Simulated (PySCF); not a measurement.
C₄H₈BP.
Atom-mapped SMILES: `[CH2:1]=[CH:2]/[CH:3]=[CH:4]/[BH:5][PH2:6]` (hydrogens: H7, H8 on C1; H9 on C2; H10 on C3; H11 on C4; H12 on B5; H13, H14 on P6)

Computed by this run: PBE0-D3(BJ)/def2-SVP geometry optimisation, gas phase in PySCF; density fitting, grid level 1; the optimiser is geomeTRIC in internal coordinates, started from a GFN2-xTB structure with every atom displaced at random (about 0.01 Å).

Step 1: E = -14226.2454 eV
```
atom  x, y, z in Å  |  force x, y, z in eV/Å
C1     -2.2357   -1.6952    0.0329    0.254  -0.412   0.266
C2     -1.6743   -0.5764   -0.4429    0.066   0.230  -0.077
C3     -0.2629   -0.2630   -0.3110   -0.336  -0.087  -0.027
C4      0.3311    0.8375   -0.8282    0.486   0.036   0.056
B5      1.8485    1.1245   -0.7182   -0.184   0.057  -0.085
P6      3.0207    0.1644    0.4233    0.085   0.216   0.215
H7     -3.3023   -1.9002   -0.0657   -0.062   0.008  -0.028
H8     -1.6229   -2.4577    0.5469   -0.213   0.230  -0.148
H9     -2.2986    0.1691   -0.9535    0.047  -0.046   0.002
H10     0.3330   -1.0005    0.2403    0.066  -0.010   0.029
H11    -0.3023    1.5236   -1.3994   -0.089   0.067  -0.041
H12     2.3747    1.9207   -1.4677   -0.036  -0.040   0.029
H13     3.9138    1.2192    0.8086   -0.172  -0.217  -0.095
H14     2.2613    0.1171    1.6328    0.089  -0.031  -0.095
```

Step 2: E = -14226.2530 eV
```
atom  x, y, z in Å  |  force x, y, z in eV/Å
C1     -2.2349   -1.7015    0.0398   -0.031   0.000  -0.004
C2     -1.6876   -0.5815   -0.4583    0.119   0.101  -0.005
C3     -0.2846   -0.2503   -0.3068    0.095  -0.088   0.098
C4      0.3402    0.8412   -0.8151   -0.099   0.086  -0.068
B5      1.8492    1.1371   -0.7085   -0.050  -0.086   0.046
P6      3.0365    0.1663    0.4105   -0.005   0.069   0.008
H7     -3.2976   -1.9182   -0.0902   -0.003  -0.032   0.021
H8     -1.6338   -2.4342    0.5907   -0.029   0.046  -0.036
H9     -2.3099    0.1362   -1.0060   -0.005  -0.024  -0.009
H10     0.3037   -0.9801    0.2661    0.029  -0.020  -0.006
H11    -0.2900    1.5335   -1.3893   -0.009   0.012  -0.039
H12     2.3641    1.9390   -1.4560   -0.012  -0.005   0.010
H13     3.9249    1.2092    0.7932   -0.010  -0.037  -0.011
H14     2.3039    0.0864    1.6280    0.010  -0.022  -0.006
```

Problem. Estimate the geometry and energy of step 3. (The exact step hangs on the optimiser's Hessian estimate; all steps are aligned on step 2, rigid shifts and turns removed.)

Solution. E = -14226.2541 eV, largest force 0.211 eV/Å
```
atom  x, y, z in Å  |  force x, y, z in eV/Å
C1     -2.2338   -1.6927    0.0408   -0.095   0.154  -0.109
C2     -1.6663   -0.5821   -0.4603   -0.030  -0.172   0.092
C3     -0.2670   -0.2550   -0.2897   -0.062   0.101  -0.057
C4      0.3278    0.8466   -0.8143   -0.019  -0.009   0.038
B5      1.8310    1.1433   -0.7042    0.066  -0.004   0.021
P6      3.0274    0.1649    0.3989   -0.052  -0.037  -0.108
H7     -3.2947   -1.9112   -0.1083    0.027   0.008   0.013
H8     -1.6517   -2.4158    0.6135    0.079  -0.088   0.064
H9     -2.2727    0.1274   -1.0339   -0.008   0.011  -0.012
H10     0.3311   -0.9725    0.2914   -0.033   0.033  -0.045
H11    -0.3144    1.5276   -1.3934    0.042  -0.081   0.024
H12     2.3409    1.9493   -1.4484    0.036   0.022  -0.003
H13     3.9151    1.1975    0.7855    0.074   0.073   0.036
H14     2.3113    0.0559    1.6204   -0.025  -0.008   0.046
```

The energy changes by -0.0011 eV. The first-order estimate −F·Δx gives -0.0110 eV and the mean of the old and new forces, exact on a quadratic surface, -0.0014 eV. The step makes an angle of 70° with the force vector and moves no atom by more than 0.047 Å.

The cost below is that of the whole optimisation. The run took 47 s on Arm Neoverse V1, one thread, shared host with 64 logical CPUs at a one-minute load of 32, and the process peaked at 0.49 GiB of memory.
